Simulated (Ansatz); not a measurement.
Basis-set extrapolation for C2H8BClSi, SMILES `BC[SiH](C)Cl` (PBE0-D4/def2-TZVP geometry, frozen core, the Gaussian-basis code of Ansatz). Multiplicity 1, RHF reference.

```tsv
	def2-TZVPP	def2-QZVPP
HF	-853.637410	-853.664275
MP2 correlation	-0.767468	-0.825129
CCSD(T) correlation	-0.866472	not run
```

Energies in hartree. Use E(X) = E(∞) + A·exp(−7.88·√X) for Hartree–Fock and E(X) = E(∞) + B·X^(−2.97) for correlation, with X = 3 and 4, and add CCSD(T) minus MP2 of the smaller set to the MP2 limit.

Task: What is the CCSD(T) energy at the basis-set limit?

Result: HF limit: -853.664275 + (-0.026865) × 0.13774 = -853.66798. MP2 limit: -0.825129 + (-0.057661) × 0.74074 = -0.86784. Higher-order term: -0.866472 − (-0.767468) = -0.09900. Total: -854.63482 hartree, 3.56 eV below CCSD(T)/def2-TZVPP.
